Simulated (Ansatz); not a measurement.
`COC(F)[TeH]` + H₂ → `FC[TeH]` + CH₃OH at 500 K and 1 bar (hydrogenolysis of a C–O bond).

Calculated with Ansatz (gas phase, PBE0-D4/def2-TZVP geometries, no zero-point term in ΔE). CBS: MP2 limit from def2 TZ/QZ plus the TZ coupled-cluster correction, frozen cores. This one scheme is used for every species. Elements past krypton have def2 core potentials. For Te outer-core shells are correlated without core-valence functions, which leaves a few kJ/mol of doubt a bond. Each species was taken in one conformer, which may not be the lowest.

```csv
species,CCSD(T)/CBS energy (Eh),H − E (kJ/mol),S (J/(mol·K))
`COC(F)[TeH]`,-521.76601,225.0,419.3
H₂,-1.17544,41.0,145.5
`FC[TeH]`,-407.34762,123.9,333.9
CH₃OH,-115.61712,157.0,265.4
```

H − E and S are ideal-gas, rigid-rotor, harmonic terms from PBE0-D4/def2-TZVP, for one conformer and one mirror image of each species. The MP2-based limit puts H₂ 0.8 mEh under its directly extrapolated value; such offsets cancel only in part. 1 Eh = 2625.50 kJ/mol, R = 8.31446 J/(mol·K).

Question: By hand: ΔE, ΔH, ΔS and ΔG.

Answer: ΔE = (-407.34762) + (-115.61712) − (-521.76601) − (-1.17544) = -0.02329 Eh = -61.1 kJ/mol. Δ(H − E) = 123.9 + 157.0 − 225.0 − 41.0 = 14.9, so ΔH = -46.2 kJ/mol. ΔS = 333.9 + 265.4 − 419.3 − 145.5 = 34.5 J/(mol·K). ΔG = -46.2 − 500 × (34.5)/1000 = -63.5 kJ/mol.

Question: By hand: the equilibrium constant, and the temperature at which ΔG would vanish if ΔH and ΔS stayed fixed.

Answer: log₁₀ K = −ΔG/(RT ln 10) = 6.6. ΔH and −TΔS have one sign here, so there is no such temperature.

TΔS isn't small against ΔH here. A doubt of 5 kJ/mol in ΔE shifts log₁₀ K by 0.5 here. Other conformers and mirror images would add mixing entropy, several J/(mol·K) or more a flexible species. These are equilibria of isolated gas molecules and say nothing of rates. Largest T1 diagnostic: 0.012 (customary marks: 0.02 for closed shells, 0.045 for open ones).
